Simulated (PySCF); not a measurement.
C₅H₁₄OSi₂.
Numbering: `[SiH3:1][CH2:2][C@@H:3]1[CH2:4][O:5][CH2:6][CH2:7][SiH2:8]1`

Cartesian coordinates in Å at the PBE0-D3(BJ)/def2-SVP level; atoms count from 1:
```xyz
22
C5H14OSi2 angstrom
Si     2.9506    0.6310    0.8911
C      1.6507   -0.5147    0.1413
C      0.2323   -0.3805    0.6981
C     -0.6863   -1.4581    0.1016
O     -1.9909   -1.4551    0.6080
C     -2.8056   -0.4091    0.1458
C     -2.4302    0.9498    0.7357
Si    -0.6005    1.3068    0.4364
H      4.3002    0.2859    0.3464
H      2.6615    2.0619    0.5654
H      2.9789    0.4854    2.3800
H      1.6540   -0.3453   -0.9513
H      2.0159   -1.5503    0.2817
H      0.2463   -0.5448    1.7920
H     -0.7015   -1.3570   -1.0060
H     -0.2688   -2.4555    0.3233
H     -2.7707   -0.3643   -0.9635
H     -3.8358   -0.6817    0.4242
H     -3.0720    1.7427    0.3182
H     -2.6047    0.9327    1.8251
H     -0.0785    2.3566    1.3648
H     -0.3691    1.7546   -0.9764
```

Definitions: NICS(0) = −σiso at the ring centroid; NICS(1) = −σiso and NICS(1)zz = −σzz at ±1 Å along the ring normal z. Level: GIAO PBE0/pcSseg-1 (PySCF, non-relativistic, gas phase) on the PBE0-D3(BJ)/def2-SVP geometry, one conformer.

Ring bond lengths (Å), with Mayer bond orders in brackets: C3–C4 1.536 (0.99), C4–O5 1.399 (0.94), O5–C6 1.404 (0.94), C6–C7 1.528 (1.02), C7–Si8 1.888 (0.91), Si8–C3 1.900 (0.87).

Task: Give the NICS values of each ring in ppm.

Result: 
```csv
ring,type,NICS(0),"NICS(1), two faces","NICS(1)zz, two faces",rms pucker (Å),"centre to ring atoms, mean (Å)"
C3–C4–O5–C6–C7–Si8,6-membered ring with O and Si; formal bonds all single,-2.2,-1.8 / -2.1,2.8 / 3.4,0.23,1.54
```

Task: What can be read from them?

Result: 
- C3–C4–O5–C6–C7–Si8: mean NICS(1)zz 3.1 ppm, deshielded. C3, C4, C6, C7, Si8 have four or more neighbours, and the NICS criterion for π rings isn't applied.

Task: How shielded are the nuclei of the rings and their hydrogens (means over atoms taken as equivalent)?

Result: 
```json
{"atoms": "C3", "environment": "sp3 carbon bound to silicon", "σ isotropic (ppm)": "164.8", "principal values of the symmetric part, first atom (ppm)": "140.4, 172.7, 181.1"}
{"atoms": "C4", "environment": "sp3 carbon bound to oxygen", "σ isotropic (ppm)": "105.1", "principal values of the symmetric part, first atom (ppm)": "73.4, 87.1, 154.8"}
{"atoms": "O5", "environment": "cyclic ether oxygen", "σ isotropic (ppm)": "275.6", "principal values of the symmetric part, first atom (ppm)": "234.8, 287.9, 304.1"}
{"atoms": "C6", "environment": "sp3 carbon bound to oxygen", "σ isotropic (ppm)": "115.0", "principal values of the symmetric part, first atom (ppm)": "86.3, 95.7, 163.1"}
{"atoms": "C7", "environment": "sp3 carbon bound to silicon", "σ isotropic (ppm)": "174.5", "principal values of the symmetric part, first atom (ppm)": "153.7, 182.5, 187.3"}
{"atoms": "Si8", "environment": "SiH2 silicon", "σ isotropic (ppm)": "391.6", "principal values of the symmetric part, first atom (ppm)": "359.4, 398.2, 417.3"}
{"atoms": "H14", "environment": "methine hydrogen", "σ isotropic (ppm)": "30.42", "principal values of the symmetric part, first atom (ppm)": "26.2, 30.3, 34.7"}
{"atoms": "H15", "environment": "methylene hydrogen", "σ isotropic (ppm)": "28.37", "principal values of the symmetric part, first atom (ppm)": "23.9, 29.5, 31.7"}
{"atoms": "H16", "environment": "methylene hydrogen", "σ isotropic (ppm)": "27.26", "principal values of the symmetric part, first atom (ppm)": "22.3, 28.4, 31.1"}
{"atoms": "H17", "environment": "methylene hydrogen", "σ isotropic (ppm)": "28.11", "principal values of the symmetric part, first atom (ppm)": "23.6, 27.5, 33.2"}
{"atoms": "H18", "environment": "methylene hydrogen", "σ isotropic (ppm)": "27.05", "principal values of the symmetric part, first atom (ppm)": "21.7, 26.4, 33.0"}
{"atoms": "H19", "environment": "methylene hydrogen", "σ isotropic (ppm)": "30.76", "principal values of the symmetric part, first atom (ppm)": "26.4, 27.5, 38.3"}
{"atoms": "H20", "environment": "methylene hydrogen", "σ isotropic (ppm)": "30.29", "principal values of the symmetric part, first atom (ppm)": "26.6, 27.9, 36.4"}
{"atoms": "H21", "environment": "Si–H hydrogen", "σ isotropic (ppm)": "26.93", "principal values of the symmetric part, first atom (ppm)": "22.8, 26.1, 31.9"}
```

The list is cut; further classes of hydrogen are left out.

Task: How do the values depend on the level or the medium?

Result: 
```json
{"level": "PBE0/pcSseg-1, gas", "NICS(0), C3–C4–O5–C6–C7–Si8": "-2.2", "mean NICS(1)zz, C3–C4–O5–C6–C7–Si8": "3.1"}
{"level": "WP04/pcSseg-1, gas", "NICS(0), C3–C4–O5–C6–C7–Si8": "-2.0", "mean NICS(1)zz, C3–C4–O5–C6–C7–Si8": "3.1"}
{"level": "PBE0/pcSseg-1, IEF-PCM acetonitrile", "NICS(0), C3–C4–O5–C6–C7–Si8": "-2.1", "mean NICS(1)zz, C3–C4–O5–C6–C7–Si8": "3.1"}
```

The geometry is the same throughout; the continuum's cavity takes Bondi-type radii × 1.2.

Hardware: one thread, Arm Neoverse V1 (aarch64), shared host with 32 logical CPUs at a one-minute load of 10. Cost: 53 s (grids of density and orbitals included), 1.1 GiB resident at most. This is the whole shielding run at PBE0/pcSseg-1, SCF included.
